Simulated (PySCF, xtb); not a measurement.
Sb(Cl)(SiH3)2 (ClH₆SbSi₂), SMILES [Sb]([SiH3])([Cl])[SiH3].

Harmonic wavenumbers (cm⁻¹) from GFN2-xTB run with xtb 6.7.1 at its own minimum, in rising order: 56, 71, 80, 82, 93, 277, 288, 302, 385, 393, 400, 415, 725, 757, 782, 793, 794, 805, 2239, 2251, 2258, 2269, 2270, 2276.

### Question
What does B3LYP-D3(BJ)/def2-SVP (PySCF) give at its own minimum? (The exact figures need the calculation; the answer reports its results.)

### Answer
75, 84, 96, 106, 130, 296, 299, 339, 476, 503, 506, 543, 844, 883, 936, 940, 942, 944, 2200, 2203, 2226, 2228, 2236, 2241. Paired by order, the mean absolute difference is 70 cm⁻¹ and the zero-point energies are 30.1 and 31.8 kcal/mol.
